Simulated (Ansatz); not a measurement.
Total energies of `O/C(F)=[CH]\[GeH3]`.

Z-matrix (Å, degrees):
```
Ge
C 1 1.928
H 1 1.538 2 111.1
H 1 1.538 2 111.1 3 120.8
H 1 1.537 2 107.9 3 -119.6
C 2 1.322 1 122.3 3 -60.5
H 2 1.081 1 121.0 3 119.5
F 6 1.339 2 122.9 1 -180.0
O 6 1.334 2 125.9 1 0.0
H 9 0.963 6 109.3 2 -179.9
```

The species carries charge 0 and has multiplicity 1. Correlated methods include outer-core shells of Ge, which these sets cover unevenly. Scalar relativity is left out up to krypton. The structure was optimised at the PBE0-D4/def2-TZVP level. It is one conformer, not always the lowest. Basis def2-TZVPP, Ansatz.

RPA on PBE orbitals: Hartree–Fock energy of these orbitals -2328.31717 Eh, correlation -1.66597 Eh (frozen core).

```tsv
functional	energy without D4 (Eh)	D4 term (kJ/mol)
LDA (SPW92)	-2326.30895	–
PBE	-2330.77556	-18.4
BLYP	-2331.36641	-40.7
r2SCAN	-2331.23646	-4.5
B97M-V	-2330.92671	–
PBE0	-2330.83655	-15.5
r2SCANh	-2331.21409	-4.8
r2SCAN0	-2331.18229	-5.3
BHLYP	-2331.22297	-22.3
CAM-B3LYP	-2331.40057	-15.7
LC-ωPBE	-2330.94655	–
ωB97M-V	-2331.16713	–
B2PLYP	-2330.82628	–
PBE-QIDH	-2330.47352	–
```

(1) Give the same for revPBE, B3LYP, HSE06 (plane-wave form), ωB97X-V. (Best estimate.)

B3LYP takes the VWN-RPA correlation (the form of Gaussian; ORCA's B3LYP/G). HSE06 is the plane-wave form, built on full-range PBE exchange. The double hybrids freeze the cores in their second-order part.

Answers

(1) Ansatz gave: 
```
             functional  energy without D4 (Eh)  D4 term (kJ/mol)
                 revPBE             -2331.12672             -57.8
                  B3LYP             -2331.41915             -29.6
HSE06 (plane-wave form)             -2330.82517             -14.4
                ωB97X-V             -2331.09688                 –
```

LC-ωPBE has ω = 0.4 bohr⁻¹.
